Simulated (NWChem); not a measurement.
Program: NWChem. System: H2O3P, charge 0, spin multiplicity 2, at a geometry optimised with UPBE/def2-SVP. The structure started from a generated list of species. Its SCF solution wasn't tested for a lower state. Level: UHF/def2-TZVP.

Output (cleaned and shortened):

```
             Northwest Computational Chemistry Package (NWChem) 7.3.0
             --------------------------------------------------------

                                NWChem Input Module
                                -------------------

 Scaling coordinates for geometry "geometry" by  1.889725989
 (inverse scale =  0.529177249)

                             Geometry "geometry" -> ""
                             -------------------------

 Output coordinates in angstroms (scale by  1.889725989 to convert to a.u.)

  No.       Tag          Charge          X              Y              Z
 ---- ---------------- ---------- -------------- -------------- --------------
    1 O                    8.0000     1.49453400    -0.06687800     0.52166000
    2 P                   15.0000     0.22217600    -0.00518600    -0.28644500
    3 O                    8.0000    -0.94959300    -1.15359400     0.03871300
    4 O                    8.0000    -0.68995900     1.33808100     0.01047700
    5 H                    1.0000    -0.55850700    -2.05060400     0.00727200
    6 H                    1.0000    -1.61398400     1.18751300    -0.27740800

 Effective nuclear repulsion energy (a.u.)     178.9841078318

            Nuclear Dipole moment (a.u.)
            ----------------------------
        X                 Y               Z
 ---------------- ---------------- ----------------
     0.0000094486    -0.0000170075    -0.0000207870


 Summary of "ao basis" -> "" (spherical)
 ------------------------------------------------------------------------------
       Tag                 Description            Shells   Functions and Types
 ---------------- ------------------------------  ------  ---------------------
 *                         def2-tzvp                  on all atoms

 Summary of "ao basis" -> "ao basis" (spherical)
 ------------------------------------------------------------------------------
       Tag                 Description            Shells   Functions and Types
 ---------------- ------------------------------  ------  ---------------------
 O                         def2-tzvp                11       31   5s3p2d1f
 P                         def2-tzvp                13       37   5s5p2d1f
 H                         def2-tzvp                 4        6   3s1p

                                 NWChem SCF Module
                                 -----------------

  ao basis        = "ao basis"
  functions       =   142
[...]
EAF file 0: "./mol.aoints.0" size=524288 bytes
------------------------------------------------------------
               write      read    awrite     aread      wait
               -----      ----    ------     -----      ----
     calls:        1        28         0         0         0
   data(b): 5.24e+05  1.47e+07  0.00e+00  0.00e+00
   time(s): 0.00e+00  0.00e+00  0.00e+00  0.00e+00  0.00e+00
rate(mb/s): 0.00e+00  0.00e+00
------------------------------------------------------------

 center of mass
 --------------
 x =   0.05536998 y =   0.01985244 z =  -0.00032285

 moments of inertia (a.u.)
 ------------------
         223.705490312230          -1.135562110316         -36.578300460746
          -1.135562110316         246.976959229382           4.817304804437
         -36.578300460746           4.817304804437         420.705856164123

  Mulliken analysis of the total density
  --------------------------------------

    Atom       Charge   Shell Charges
 -----------   ------   -------------------------------------------------------
    1 O    8     8.59   0.79  1.18  0.59  0.96  0.33  1.79  2.00  0.92  0.00  0.03  0.00
    2 P   15    14.01   2.01  0.53  1.44  0.90  0.44  4.16  1.70  0.65  1.15  0.24  0.27  0.41  0.11
    3 O    8     8.59   0.79  1.18  0.56  0.97  0.28  1.84  2.09  0.85  0.00  0.02  0.00
    4 O    8     8.56   0.79  1.18  0.56  0.97  0.28  1.84  2.09  0.82  0.00  0.02  0.00
    5 H    1     0.63   0.23  0.32  0.03  0.05
    6 H    1     0.63   0.23  0.33  0.03  0.05

  Mulliken analysis of the alpha density
  --------------------------------------

    Atom       Charge   Shell Charges
 -----------   ------   -------------------------------------------------------
    1 O    8     4.42   0.40  0.59  0.30  0.48  0.16  0.97  1.06  0.45  0.00  0.01  0.00
    2 P   15     7.29   1.00  0.27  0.72  0.50  0.31  2.09  0.85  0.36  0.66  0.13  0.15  0.21  0.05
    3 O    8     4.34   0.40  0.59  0.28  0.49  0.13  0.95  1.07  0.42  0.00  0.01  0.00
    4 O    8     4.32   0.40  0.59  0.28  0.49  0.13  0.95  1.07  0.40  0.00  0.01  0.00
    5 H    1     0.31   0.12  0.16  0.02  0.02
    6 H    1     0.31   0.12  0.16  0.01  0.02

   Mulliken analysis of the beta density
   -------------------------------------

    Atom       Charge   Shell Charges
 -----------   ------   -------------------------------------------------------
    1 O    8     4.17   0.40  0.59  0.29  0.47  0.17  0.82  0.94  0.47  0.00  0.01  0.00
    2 P   15     6.71   1.00  0.26  0.72  0.40  0.13  2.08  0.85  0.29  0.49  0.10  0.13  0.19  0.05
    3 O    8     4.25   0.40  0.59  0.28  0.48  0.14  0.89  1.02  0.44  0.00  0.01  0.00
    4 O    8     4.24   0.40  0.59  0.28  0.48  0.14  0.89  1.02  0.42  0.00  0.01  0.00
    5 H    1     0.32   0.12  0.16  0.01  0.02
    6 H    1     0.32   0.12  0.16  0.01  0.02

   Mulliken analysis of the spin density
   -------------------------------------

    Atom       Charge   Shell Charges
 -----------   ------   -------------------------------------------------------
    1 O    8     0.25   0.00 -0.00  0.01  0.01 -0.01  0.15  0.12 -0.02  0.00 -0.00  0.00
    2 P   15     0.58   0.00  0.00 -0.00  0.10  0.18  0.01 -0.01  0.07  0.17  0.03  0.02  0.02 -0.00
    3 O    8     0.09   0.00 -0.00  0.01  0.01 -0.01  0.06  0.05 -0.02  0.00 -0.00  0.00
    4 O    8     0.08   0.00 -0.00  0.01  0.01 -0.01  0.06  0.04 -0.02  0.00 -0.00 -0.00
    5 H    1    -0.00  -0.00 -0.00  0.00  0.00
    6 H    1    -0.00  -0.00 -0.00  0.00  0.00

       Multipole analysis of the density wrt the origin
       ------------------------------------------------

     L   x y z        total         alpha         beta         nuclear
     -   - - -        -----         -----         ----         -------
     0   0 0 0     -0.000000    -21.000000    -20.000000     41.000000

     1   1 0 0     -1.223596     -0.932284     -0.291321      0.000009
     1   0 1 0     -0.668191     -0.306679     -0.361495     -0.000017
     1   0 0 1     -0.950730      0.073885     -1.024594     -0.000021

     2   2 0 0    -24.210432    -71.674628    -68.768678    116.232874
     2   1 1 0     -1.394033     -0.322736     -0.319749     -0.751548
     2   1 0 1     -0.718117     -9.952982     -9.956889     19.191753
     2   0 2 0    -19.002222    -64.942247    -63.410491    109.350516
     2   0 1 1     -0.407842      1.266412      1.347852     -3.022105
     2   0 0 2    -22.045472    -19.290356    -15.245521     12.490405

 Task  times  cpu:       15.4s     wall:       15.4s

 Total times  cpu:       15.4s     wall:       15.4s
```

Task: Write an NWChem input that would produce this output.

Result: This is not unique; one that fits is 
```
start mol
memory heap 200 mb stack 900 mb global 1100 mb
geometry units angstroms nocenter noautoz noautosym
  O      1.494534    -0.066878     0.521660
  P      0.222176    -0.005186    -0.286445
  O     -0.949593    -1.153594     0.038713
  O     -0.689959     1.338081     0.010477
  H     -0.558507    -2.050604     0.007272
  H     -1.613984     1.187513    -0.277408
end
basis spherical
  * library def2-tzvp
end
scf
  uhf
  nopen 1
  maxiter 100
  thresh 1e-7
  semidirect memsize 60000000 filesize 0
  # guess.movecs holds the orbitals of an unrestricted PBE0 run
  vectors input guess.movecs output mol.movecs
end
task scf energy
```
